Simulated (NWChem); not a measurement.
System: CH$_{6}$O$_{2}$Si$_{2}$; SMILES C1[SiH2]O[SiH2]O1

The following NWChem deck was run.

```
start job
memory heap 200 mb stack 900 mb global 1100 mb
geometry units angstroms noautoz
  C     -1.442992     0.517043     0.000000
  O     -1.149916    -0.898832     0.000000
  Si     0.453897    -1.355557     0.000000
  O      1.259947     0.108911     0.000000
  Si     0.249042     1.444463     0.000000
  H     -2.051461     0.746081     0.883413
  H     -2.051461     0.746081    -0.883413
  H      0.791261    -2.139137     1.214005
  H      0.791261    -2.139137    -1.214005
  H      0.464433     2.281311    -1.209446
  H      0.464433     2.281311     1.209446
end
basis spherical
  * library def2-svp
end
dft
  xc optx lyp
  iterations 150
  mulliken
end
task dft energy
```

All runs use the structure optimised with B3LYP/6-31G* (spherical d).

Question: Give the results of this calculation. (OLYP/def2-SVP.) Quantities: energy (Ha); highest occupied level (eV); orbital gap (eV); dipole (D).

Answer: 
- energy (Ha): -770.83
- highest occupied level (eV): -6.41
- orbital gap (eV): 6.14
- dipole (D): 1.20
